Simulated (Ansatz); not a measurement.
O2Se, charge -1, doublet, at a GFN2-xTB geometry (a state made from the parent by changing its charge; the spin is typed, not shown lowest) (a gas-phase anion, which may not be bound at this level); B97M-V/STO-3G (Ansatz, a quantum-chemistry and plane-wave program).

Here is a job for Ansatz.
Ansatz 0.2 input:
```yaml
crystal:
  periodic: [false, false, false]
  atoms:
    - {symbol: O, position_ang: [-1.36177222, 0.59824745, 0.03514722]}
    - {symbol: Se, position_ang: [0.01589860, -0.31251358, -0.02617635]}
    - {symbol: O, position_ang: [1.29420317, 0.72993529, 0.07610225]}
basis:
  gaussian:
    orbitals: STO-3G
hamiltonian:
  xc: {name: B97M-V}
total_charge: -1
magnetization: {spin_polarized: true, initial_magnetization: 1}
```

What the program printed (banner, timings and long lists left out):

```
Functional definition: B97M-V
333 factors; integrals over basis functions are off by at most 1.1e-5 eV
mean field evaluation 1: about -68646.7001 eV, gradient 1.2e1 eV
mean field evaluation 2: about -68646.4158 eV, gradient 1.3e1 eV
mean field evaluation 4: about -68648.0130 eV, gradient 8.7e-2 eV
mean field evaluation 8: about -68648.0062 eV, gradient 1.4e-3 eV
mean field -68648.00617073 eV, -2522.7676954844 hartree, gradient 7.1e-5 eV, S^2 0.750244; 0 other end points of the search recorded, 0 dependent functions left out
reference -68648.00618483 eV, -2522.7676960026 hartree; 26, 25 occupied and 2, 3 virtual orbitals, 333 factors
Total energy: -68648.00618483 eV, -2522.7676960026 hartree
```
